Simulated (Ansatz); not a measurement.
Ansatz (an electronic-structure program) input (BHLYP/def2-TZVPD):

Ansatz 0.2 input:
```yaml
crystal:
  periodic: [false, false, false]
  atoms:
    - {symbol: I, position_ang: [-1.35865090, -1.53912754, -0.49360385]}
    - {symbol: C, position_ang: [0.10692677, -0.10240260, -0.04055991]}
    - {symbol: C, position_ang: [1.50068048, -0.38369612, -0.19500758]}
    - {symbol: C, position_ang: [2.31257953, 0.64976902, 0.14035536]}
    - {symbol: Se, position_ang: [1.34272697, 2.14392526, 0.70907244]}
    - {symbol: C, position_ang: [-0.20634239, 1.13583284, 0.41156013]}
    - {symbol: H, position_ang: [1.86690870, -1.33666074, -0.54786098]}
    - {symbol: H, position_ang: [3.38939378, 0.67261792, 0.10634825]}
    - {symbol: H, position_ang: [-1.18358832, 1.54732459, 0.59596549]}
basis:
  gaussian:
    orbitals: def2-TZVPD
hamiltonian:
  xc: {name: BHLYP}
output: {forces: true}
```

End of the output:

```
mean field evaluation 16: about -77643.8752 eV, gradient 9.0e-3 eV
mean field -77643.87520966 eV, -2853.3597850462 hartree, gradient 2.6e-5 eV, S^2 0.000000; 0 other end points of the search recorded, 0 dependent functions left out
the calculation of the forces begins
reference -77643.87539609 eV, -2853.3597918974 hartree; 43, 43 occupied and 248, 248 virtual orbitals, 2058 factors
Total energy: -77643.87539609 eV, -2853.3597918974 hartree
Atom 0 at    -1.358651    -1.539128    -0.493604 Å, force     0.230243     0.217427     0.068231 eV/Å
Atom 1 at     0.106927    -0.102403    -0.040560 Å, force    -0.174881     0.425616     0.158035 eV/Å
Atom 2 at     1.500680    -0.383696    -0.195008 Å, force     0.254079     0.372966     0.122551 eV/Å
Atom 3 at     2.312580     0.649769     0.140355 Å, force    -0.336680    -0.185484    -0.052720 eV/Å
Atom 4 at     1.342727     2.143925     0.709072 Å, force    -0.120450    -0.566140    -0.196401 eV/Å
Atom 5 at    -0.206342     1.135833     0.411560 Å, force     0.271126    -0.351835    -0.135591 eV/Å
Atom 6 at     1.866909    -1.336661    -0.547861 Å, force    -0.083476     0.243768     0.089860 eV/Å
Atom 7 at     3.389394     0.672618     0.106348 Å, force    -0.268087    -0.033270    -0.001332 eV/Å
Atom 8 at    -1.183588     1.547325     0.595965 Å, force     0.228127    -0.123046    -0.052635 eV/Å
Dipole moment:     0.213100     0.143196     0.042532 e Å
```
